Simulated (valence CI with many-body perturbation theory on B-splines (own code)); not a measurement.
Ir⁵⁶⁺: key properties

Computed by valence CI with perturbative core correlation (CI+MBPT): three valence electrons over a frozen Dirac-Fock core [Ar], radial functions for each j: 9 s, 9 p, 10 d, 8 f, 5 g, 3 h, 1 i, with the one-electron correlation potential Σ1, the two-electron term Σ2, the three-electron term Σ3, Breit, model QED; selected CI, second order for the rest (own B-spline code, finite nucleus).

No measured spectrum was set against this ion. As an estimate, large intervals hold to a few tenths of a per cent, small ones and those within an open d or f shell to about a per cent. The list stops below the first excitations out of the core. Only levels of the ground parity were solved; by the run's estimate the other parity begins above the list, which can be wrong where configurations are misplaced.

Levels are named by their leading jj configuration (3d3/2^4 stands for four electrons in 3d with j = 3/2), which in mixed levels can hold well under half, so a name can repeat and another be missing.

Rates and lifetimes use the calculated energies. Strong lines usually hold to 10 to 20 %, long lifetimes can be off by a factor of two.

Problem. What is the ground level?

Solution. (3d3/2^3) J=3/2, composition 42 % 3d3 4F + 41 % 3d3 2D + 12 % 3d3 2P, g = 0.728.

Problem. What is the ionisation energy?

Solution. 5609.7 eV; NIST lists 5609 ± 5 eV (theoretical).

Problem. How well does LS coupling describe the low levels?

Solution. Among the lowest 16 levels the leading LS term, summed over configurations, holds 57 % on average. For single configurations the figures are 57 % in LS and 99 % in jj coupling. Terms mix most in the J = 3/2 level at 702010 cm⁻¹, where the leading one holds 38 %.
